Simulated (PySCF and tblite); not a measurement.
Results of a calculation; reference values are marked as such.
Barrier and rate of a rotation

System: C6H6F2S, numbered as in [F:1][CH:2]([F:3])[C@H:4]1[CH:5]=[CH:6][C:7](=[S:8])[CH2:9]1.

Motion: rotation about the C2–C4 bond (torsion F1–C2–C4–C5 from -179° to -297°, falling). Geometries: GFN2-xTB; energies: BHandHLYP/pcSseg-1 + D3(BJ); zero-point and thermal terms from GFN2-xTB harmonic modes (soft modes blended into free rotors). Rate constants are transition-state-theory values, counting equivalent paths, without tunnelling. Run with tblite and PySCF.

```
 point  symmetry  E(GFN2) kcal/mol  E(DFT) kcal/mol  ZPE change kcal/mol  lowest mode cm⁻¹  dipole D
 start        C1               0.0              0.0                 0.00                40      1.98
saddle        C1               2.8              4.6                 0.00               58i      1.66
   end        C1               0.6              0.3                 0.00                36      3.05
```

* Electronic barrier: 4.6 kcal/mol
* Barrier with zero-point energy: 4.6 kcal/mol
* ΔH‡ (298 K): 4.0 kcal/mol
* ΔS‡ (298 K, symmetry apart): -3.8 cal/(mol K)
* Paths: 1 equivalent path
* End point: a different minimum
* Mean lifetime of the start against this motion at 298 K: 980 ps
* Cost: 2.5 min on 1 thread of Arm Neoverse N1 (shared host) (rough), peak memory 0.85 GiB, launched as `OMP_NUM_THREADS=1 python ens_run.py task.json out`

```csv
T/K,ΔG‡ kcal/mol,k s⁻¹,ΔG kcal/mol,k back s⁻¹
150,4.8,3.4×10⁵,0.3,8.6×10⁵
200,4.9,1.8×10⁷,0.3,3.7×10⁷
250,5.0,2.1×10⁸,0.3,3.7×10⁸
298,5.2,1×10⁹,0.3,1.6×10⁹
350,5.3,3.5×10⁹,0.3,5.2×10⁹
400,5.5,8.4×10⁹,0.3,1.2×10¹⁰
500,5.8,3×10¹⁰,0.3,3.9×10¹⁰
```

ΔG and ΔG‡ leave out symmetry numbers and mirror images; rates count paths: 1 out, 1 back.
